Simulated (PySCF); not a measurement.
**Re (rhenium, neutral) across methods**

[Xe] 4f14 5d7, high-spin 4F determinant (an excited configuration). All numbers are calculated (PySCF 2.14, scalar relativity by spin-free X2C-1e, in x2c-TZVPPall (11s7p7d3f1g, 97 functions)).

```csv
method,E (hartree),mean ε 4f β (eV),mean ε 5d α (eV),mean ε 5d β (eV),Σ⟨r²⟩ (bohr²),⟨S²⟩
PBE0,-16693.15,-42.821,-4.588,-3.162,62.90,3.757
UHF,-16688.01007,-55.665,-7.368,-5.099,61.80,3.768
r2SCAN,-16693.46,-38.626,-3.561,-2.318,63.03,3.758
PBE,-16693.39,-38.370,-3.536,-2.277,63.94,3.756
```

Question: Estimate the same row for LDA.

Answer: E (hartree) = -16682.79; mean ε 4f β (eV) = -38.737; mean ε 5d α (eV) = -3.692; mean ε 5d β (eV) = -2.410; Σ⟨r²⟩ (bohr²) = 63.75; ⟨S²⟩ = 3.754.

Spin-orbit coupling, absent here, splits the open shell strongly.
